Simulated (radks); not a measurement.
Cd I, configuration [Kr] 4d10 5s2 (the NIST ground configuration).

Calculated with a radial shooting solver on a logarithmic mesh with Libxc functionals: non-relativistic Kohn-Sham, PBE, spin-polarised, spherical densities, point nucleus; relativity is left out, which matters for an element this heavy.

Energy parts (eV):
total: -148766.052
kinetic: 148704.545
electron-nucleus: -354155.942
Hartree: 60787.009
exchange-correlation: -4101.664

Orbitals (lengths in bohr, moments of r in powers of bohr; r(max) is where P^2 peaks; r(90%) holds 90 % of the orbital's charge):
orbital,occ.,eigenvalue (eV),r(90%),<r^2>,<1/r>,r(max)
1s,2,-25648.93,0.0564,0.001345,47.48,0.02099
2s,2,-3726.768,0.211,0.02216,10.82,0.1165
2p,6,-3474.238,0.190,0.01673,10.82,0.09128
3s,2,-691.6611,0.545,0.1574,3.867,0.3360
3p,6,-589.0851,0.545,0.1526,3.785,0.3225
3d,10,-399.2831,0.528,0.1330,3.637,0.2662
4s,2,-97.9953,1.32,0.9379,1.506,0.8219
4p,6,-65.1727,1.44,1.087,1.391,0.8569
4d,10,-12.6396,2.03,1.978,1.063,0.9751
5s,2,-5.2787,4.62,10.67,0.4215,2.444

The highest occupied level is 5s at -5.279 eV. Virial ratio -V/T = 2.00041. The density falls to 0.001 e/bohr^3 at r = 4.47 bohr. The electron density at the nucleus is 7.768e+04 e/bohr^3.
